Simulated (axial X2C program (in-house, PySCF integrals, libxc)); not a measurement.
**Curves of PmO from open-shell CI on f4 s1**

Calculated with an axial X2C code built on PySCF integrals: two-component X2C with atomic mean-field Coulomb and Gaunt terms, basis Pm dyall-v3z, O dyall-av3z (cores contracted in-house). Orbitals come from Hartree–Fock averaged over the configuration Pm f4 s1; CI then distributes these electrons over the f, s shells of Pm.

Scan along the bond; masses Pm 144.913 u, O 15.995 u. Energies in cm⁻¹ from the lowest point; levels are followed by energy order within each Ω. Lowest level at 1.791 Å: 100% f4 s1.

```tsv
R (Å)	(1)Ω=1/2	(1)Ω=3/2	(1)Ω=5/2	(1)Ω=7/2	(2)Ω=3/2	(2)Ω=1/2	(2)Ω=5/2	(2)Ω=7/2	(1)Ω=9/2
1.666	3498	3434	3382	3736	4039	4090	4031	4461	4444
1.728	930	914	909	1261	1508	1542	1532	1948	1963
1.791	0	15	52	403	613	629	660	1055	1101
1.863	557	596	671	1020	1204	1203	1270	1636	1714
1.934	2402	2455	2557	2903	3075	3061	3156	3492	3596
2.015	5660	5723	5847	6187	6357	6332	6449	6753	6879
2.113	10729	10799	10938	11268	11448	11414	11548	11816	11960
```

Fit the curves (1)Ω=1/2, (1)Ω=3/2, (1)Ω=5/2, (1)Ω=7/2, (2)Ω=3/2, (2)Ω=1/2, (2)Ω=5/2, (2)Ω=7/2, (1)Ω=9/2 near their minima.

From the open-shell CI curves, Te from the lowest:

```json
{"level": "(1)Ω=1/2", "Te (cm⁻¹)": "0", "Re (Å)": "1.801", "ωe (cm⁻¹)": "869.5"}
{"level": "(1)Ω=3/2", "Te (cm⁻¹)": "19", "Re (Å)": "1.800", "ωe (cm⁻¹)": "868.0"}
{"level": "(1)Ω=5/2", "Te (cm⁻¹)": "61", "Re (Å)": "1.798", "ωe (cm⁻¹)": "868.2"}
{"level": "(1)Ω=7/2", "Te (cm⁻¹)": "411", "Re (Å)": "1.798", "ωe (cm⁻¹)": "868.0"}
{"level": "(2)Ω=3/2", "Te (cm⁻¹)": "617", "Re (Å)": "1.799", "ωe (cm⁻¹)": "870.4"}
{"level": "(2)Ω=1/2", "Te (cm⁻¹)": "632", "Re (Å)": "1.800", "ωe (cm⁻¹)": "869.8"}
{"level": "(2)Ω=5/2", "Te (cm⁻¹)": "667", "Re (Å)": "1.799", "ωe (cm⁻¹)": "870.1"}
{"level": "(2)Ω=7/2", "Te (cm⁻¹)": "1059", "Re (Å)": "1.800", "ωe (cm⁻¹)": "866.9"}
{"level": "(1)Ω=9/2", "Te (cm⁻¹)": "1109", "Re (Å)": "1.798", "ωe (cm⁻¹)": "868.2"}
```

Without dynamic correlation distances can be off by several hundredths of an Å (long for ionic bonds, short for multiple bonds) and the wavenumbers are rough.

The 9 lowest curves are shown; the next is (3)Ω=3/2, from 1823 cm⁻¹.

Dynamic correlation is missing, so gaps between terms are too wide and other configurations may lie lower; the lowest level listed is that of this model, not necessarily the ground state. At most 4 roots were kept for each Ω > 0 (twice that for Ω = 0) within 2.2 eV of the lowest, so higher up levels can be missing between those listed; levels with Ω > 0 are doubly degenerate and listed once, Ω = 0 levels singly.
